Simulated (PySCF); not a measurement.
Species: C4H10Se.
Cartesian coordinates in Å at the PBE0-D3(BJ)/def2-SVP level; atoms count from 1:
```xyz
15
C4H10Se angstrom
C      2.332   -0.045    0.322
Se     0.747   -0.866    1.084
C     -0.558   -0.242   -0.251
C     -0.736    1.266   -0.219
C     -1.860   -0.985   -0.003
H      2.457   -0.351   -0.726
H      2.295    1.050    0.394
H      3.191   -0.410    0.901
H     -0.145   -0.549   -1.227
H     -1.459    1.582   -0.990
H      0.206    1.798   -0.412
H     -1.114    1.593    0.762
H     -2.263   -0.756    0.997
H     -1.726   -2.074   -0.075
H     -2.618   -0.682   -0.743
```

Level: wB97X-D/def2-SVPD in PySCF, non-relativistic, on one gas-phase PBE0-D3(BJ)/def2-SVP geometry that isn't relaxed in the solvent. The solvent is an IEF-PCM continuum (cavity from Bondi-type radii × 1.2). Only the electrostatic response of the medium enters. Spin–orbit coupling is left out although an atom past zinc is present.

Gas phase at wB97X-D/def2-SVPD: HOMO -7.82 eV, LUMO 1.78 eV, dipole 1.69 D.

**Question.** What does the continuum do to the energy, the frontier levels and the dipole at wB97X-D/def2-SVPD in dichloromethane and acetonitrile?

**Answer.** 
```tsv
solvent	ε	E(solvent) − E(gas) (kcal/mol)	polarisation term (kcal/mol)	distortion of the solute (kcal/mol)	HOMO (eV)	LUMO (eV)	dipole (D)
dichloromethane	8.93	-2.73	-3.19	0.46	-7.95	1.79	2.37
acetonitrile	35.69	-3.19	-3.84	0.65	-7.98	1.78	2.50
```

The first energy column is the sum of the next two and covers electrostatics alone. From dichloromethane to acetonitrile the lowering changes by a factor 1.17, Onsager's factor (ε − 1)/(2ε + 1) by 1.14 and ε itself by 4.0.

**Question.** Which radius a makes the point-dipole formula ΔE = −[(ε − 1)/(2ε + 1)]·μ²/a³ give the value in acetonitrile, with the gas-phase dipole?

**Answer.** μ = 0.664 au and |ΔE| = 0.00508 Eh give a = 1.83 Å; the farthest nucleus lies 3.43 Å from the centroid of the nuclei, so such a sphere wouldn't even hold the nuclei. The formula assumes a rigid point dipole at the centre of a sphere.

**Question.** Give the dipole vector in the frame of the coordinates (D, pointing from negative to positive charge), gas and acetonitrile.

**Answer.** Gas (-0.03, 0.92, -1.42), solvent (0.01, 1.36, -2.10). Its length changes by +48 % and its direction by 1°.

**Question.** How does the static polarisability (wB97X-D/def2-SVPD, frozen core, with the continuum's full static response) change?

**Answer.** 
```tsv
medium	isotropic (au)	principal values (au)	⟨r²⟩ of the electrons (bohr²)
gas	80.0	68.2, 78.3, 93.4	767.4
dichloromethane	107.1	95.2, 105.8, 120.4	766.7
acetonitrile	112.8	102.0, 111.4, 125.1	766.6
```

The isotropic value in acetonitrile is 1.41 times the gas-phase one; no cavity-field correction is applied. ⟨r²⟩ is taken about the centre of nuclear charge.

The pairwise dispersion term of wB97X-D wasn't added to the energies; at a given geometry it leaves orbitals and properties as they are.
